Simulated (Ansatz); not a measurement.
C2H5GeNO can be A, `[GeH3][CH]1N=CO1`, or B, `NC#C[O][GeH3]`.

Gas-phase electronic energies from Ansatz, PBE0-D4/def2-TZVP geometries. CCSD(T)/CBS is the MP2 limit (def2-TZVPP, def2-QZVPP) plus CCSD(T) − MP2 in def2-TZVPP, frozen cores. DFT in def2-TZVPP. B3LYP here is the variant with VWN-RPA as its local correlation; programs differ in this. For Ge outer-core shells are correlated without core-valence functions, which leaves a few kJ/mol of doubt a bond. Scalar relativity is left out up to krypton. One conformer a species, not always the lowest.

Problem. Which isomer does CCSD(T)/CBS put lower? Give the gap. (Estimate.)

Solution. Ansatz gave: A, by 8.2 kcal/mol.

Problem. Give E(B) − E(A) in kcal/mol with CCSD(T)/def2-TZVPP, B3LYP, r2SCAN-D4, PBE-D4, ωB97M-V, HF/def2-TZVPP, CCSD/def2-TZVPP. (Estimate.)

Solution. The calculation gave: CCSD(T)/def2-TZVPP 9.1, B3LYP 2.6, r2SCAN-D4 8.3, PBE-D4 9.3, ωB97M-V 7.8, HF/def2-TZVPP -0.7, CCSD/def2-TZVPP 7.4. The order is the other way round with HF/def2-TZVPP.

Largest T1 diagnostic: 0.014.

The D4 term adds +1.1 kcal/mol with B3LYP and +0.5 kcal/mol with PBE0; it sums over pairs of atoms, weighted by their polarisabilities, and B3LYP, whose exchange is more repulsive, gets the larger term. In def2-TZVPP, CCSD(T) changes the Hartree–Fock value by +9.8 kcal/mol (the triples alone add +1.7 kcal/mol) and MP2 by +8.3 kcal/mol.
